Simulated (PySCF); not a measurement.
Choosing a molecule for a target property.

All species are isolated and taken at one optimised geometry, non-relativistic unless stated; the electronic structure was computed with PySCF and density fitting.

The conformers computed, where there is a choice (atom-mapped SMILES and torsion angles):
- `[F:1][B:2]([F:3])[SiH2:4][CH:5]([F:6])[F:7]`: F1–B2–Si4–C5 143°, B2–Si4–C5–F6 -176°
- `[CH2:1]=[CH:2][C@H:3]([CH3:4])[CH2:5][CH3:6]`: C1–C2–C3–C4 -117°, C2–C3–C5–C6 -62°
- `[CH2:1]=[CH:2][c:3]1[cH:4][c:5]([S:6][CH3:7])[n:8][n:9][n:10]1`: C1–C2–C3–C4 180°, C4–C5–S6–C7 180°
- `[CH:1]#[C:2][CH2:3][n:4]1[n:5][cH:6][c:7]([O:8][CH3:9])[n:10]1`: C2–C3–N4–N5 -96°, C6–C7–O8–C9 179°

Task: Wanted: lowest singlet excitation between 5 eV and 7 eV (TDDFT CAM-B3LYP/def2-SVPD) and HOMO energy below -8.3 eV (CAM-B3LYP/def2-SVPD), at PBE0-D3(BJ)/def2-SVP geometries. Which candidate meets both?
A. `c1nn(CC#C)nc1OC`
B. `FB(F)[SiH2]C(F)F`
C. `C=C[C@H](C)CC`
D. `C=Cc1cc(SC)nnn1`

Result: B. Computed values:
| species | lowest singlet excitation | HOMO energy |
| --- | --- | --- |
| C=Cc1cc(SC)nnn1 | 3.69 eV | -8.36 eV |
| c1nn(CC#C)nc1OC | 5.93 eV | -8.17 eV |
| FB(F)[SiH2]C(F)F | 6.56 eV | -10.36 eV |
| C=C[C@H](C)CC | 7.38 eV | -8.74 eV |

Task: Wanted: smallest rotational constant below 0.8 GHz (PBE0-D3(BJ)/def2-SVP) and HOMO–LUMO gap below 8 eV (CAM-B3LYP/def2-SVPD), at PBE0-D3(BJ)/def2-SVP geometries. Which candidate meets both?
A. `C=Cc1cc(SC)nnn1`
B. `C=C[C@H](C)CC`
C. `c1nn(CC#C)nc1OC`
D. `FB(F)[SiH2]C(F)F`

Result: A. Computed values:
```csv
species,smallest rotational constant,HOMO–LUMO gap
C=Cc1cc(SC)nnn1,0.542 GHz,7.30 eV
c1nn(CC#C)nc1OC,0.711 GHz,8.99 eV
FB(F)[SiH2]C(F)F,0.953 GHz,9.96 eV
C=C[C@H](C)CC,1.848 GHz,10.16 eV
```

Task: Wanted: vertical ionisation energy below 9.3 eV (ΔSCF CAM-B3LYP/def2-SVPD) and dipole moment below 3 D (CAM-B3LYP/def2-SVPD), at PBE0-D3(BJ)/def2-SVP geometries. Which candidate meets both?
A. `FB(F)[SiH2]C(F)F`
B. `c1nn(CC#C)nc1OC`
C. `C=C[C@H](C)CC`
D. `C=Cc1cc(SC)nnn1`

Result: B. Computed values:
```
         species  vertical ionisation energy  dipole moment
 c1nn(CC#C)nc1OC                     8.84 eV         1.39 D
 C=Cc1cc(SC)nnn1                     9.01 eV         3.42 D
   C=C[C@H](C)CC                     9.57 eV         0.35 D
FB(F)[SiH2]C(F)F                    11.36 eV         1.67 D
```

Task: Wanted: static isotropic polarisability between 70 au and 80 au (CAM-B3LYP/def2-SVPD) and electronic spatial extent ⟨r²⟩ about the centre of nuclear charge below 1800 bohr² (CAM-B3LYP/def2-SVPD), at PBE0-D3(BJ)/def2-SVP geometries. Which candidate meets both?
A. `c1nn(CC#C)nc1OC`
B. `C=Cc1cc(SC)nnn1`
C. `FB(F)[SiH2]C(F)F`
D. `C=C[C@H](C)CC`

Result: D. Computed values:
| species | static isotropic polarisability | electronic spatial extent ⟨r²⟩ about the centre of nuclear charge |
| --- | --- | --- |
| FB(F)[SiH2]C(F)F | 55.6 au | 1103 bohr² |
| C=C[C@H](C)CC | 75.5 au | 739 bohr² |
| c1nn(CC#C)nc1OC | 92.5 au | 1612 bohr² |
| C=Cc1cc(SC)nnn1 | 120.3 au | 1997 bohr² |
